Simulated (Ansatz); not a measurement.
This geometry of Cl₃H₅NO₂Ta (12 atoms, charge 0, multiplicity 1) is a first-order saddle point.

All numbers below come from RKS PBE/def2-SVP (Ansatz 0.2.0).

```xyz
12
Properties=species:S:1:pos:R:3
Ta -0.282 0.199 0.359
O 1.901 -0.291 0.193
H 2.245 -0.912 0.864
Cl 0.040 -0.211 2.691
O -0.009 0.623 -1.474
H 0.704 0.407 -2.102
Cl -2.354 1.213 0.546
Cl -0.667 -2.086 -0.026
N 1.032 1.867 0.779
H 1.033 2.241 1.735
H 1.041 2.640 0.102
H 1.908 0.820 0.554
```

(1) Which two structures does it join? (They come from a converged band through this point; their orientation in space is the band's.)

(2) How far does it lie above each of them?

Answers

(1) Bonds broken: N9–H12. Bonds formed: O2–H12.

First end point:

```xyz
12
Properties=species:S:1:pos:R:3
Ta -0.064 -0.090 0.281
O 1.777 -0.730 0.130
H 2.184 -1.123 0.925
Cl 0.297 -0.377 2.658
O 0.164 0.444 -1.539
H 0.914 0.296 -2.143
Cl -1.951 1.319 0.648
Cl -1.238 -2.074 -0.031
N 1.006 1.973 0.755
H 1.124 2.062 1.775
H 0.440 2.772 0.438
H 1.939 2.039 0.325
```

Last end point:

```xyz
12
Properties=species:S:1:pos:R:3
Ta -0.203 0.422 0.421
O 2.038 -0.353 0.224
H 1.825 -1.318 0.155
Cl 0.384 0.095 2.729
O 0.047 0.694 -1.433
H 0.744 0.648 -2.110
Cl -2.472 0.834 0.619
Cl -0.372 -2.012 0.166
N 0.570 2.238 0.720
H 0.823 2.634 1.632
H 0.819 2.883 -0.038
H 2.389 -0.255 1.136
```

(2) 102.8 kJ/mol above the first and 32.2 kJ/mol above the second. This is the barrier of this one path; another mechanism may lie lower. The orbitals stay closed-shell, which can raise the energy where a bond breaks towards radicals; this wasn't checked here.

The run took 11 min on 4 threads of Intel(R) Xeon(R) Platinum 8175M CPU @ 2.50GHz (Skylake/Cascade Lake) (shared host), peak memory 0.3 GiB.
